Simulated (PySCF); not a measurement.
Ga(H)(Cl)(OH) (ClGaH₂O), SMILES [OH][GaH][Cl].

Coordinates come from a PBE0-D3(BJ)/def2-TZVP optimisation. Other conformers were not sampled.

All values below come from TDA-CAM-B3LYP/def2-SVPD (PySCF).

Vertical excitations. Isolated molecule, no solvent. State labels are in the subgroup Cs.

```tsv
state	symmetry	energy (eV)	λ (nm)	f	main pairs
S1	A"	6.41	193	0.007	HOMO→LUMO 95 %
S2	A'	7.02	177	0.039	HOMO−1→LUMO 70 %, HOMO→LUMO+1 18 %
S3	A"	7.12	174	0.001	HOMO−1→LUMO+1 80 %
S4	A"	7.15	173	0.004	HOMO−2→LUMO 95 %
S5	A'	7.24	171	0.068	HOMO→LUMO+1 53 %, HOMO→LUMO+2 18 %, HOMO−1→LUMO 17 %
S6	A'	7.56	164	0.000	HOMO−3→LUMO 51 %, HOMO−2→LUMO+1 33 %
S7	A"	7.70	161	0.102	HOMO−3→LUMO+1 62 %, HOMO−1→LUMO+2 22 %
S8	A"	7.96	156	0.011	HOMO−4→LUMO 95 %
S9	A'	8.12	153	0.132	HOMO−3→LUMO 30 %, HOMO−2→LUMO+1 19 %, HOMO→LUMO+2 18 %, HOMO→LUMO+1 18 %
S10	A"	8.41	147	0.002	HOMO−3→LUMO+2 38 %, HOMO−1→LUMO+2 37 %, HOMO−3→LUMO+1 12 %
T1	A"	6.10	203	0	HOMO→LUMO 83 %, HOMO−2→LUMO 14 %
T2	A'	6.31	197	0	HOMO−1→LUMO 83 %
T3	A'	6.41	193	0	HOMO→LUMO+1 64 %, HOMO→LUMO+2 14 %, HOMO−2→LUMO+1 11 %
T4	A"	6.70	185	0	HOMO−1→LUMO+1 67 %, HOMO−3→LUMO+1 17 %
```
Triplets are in the Tamm–Dancoff approximation.
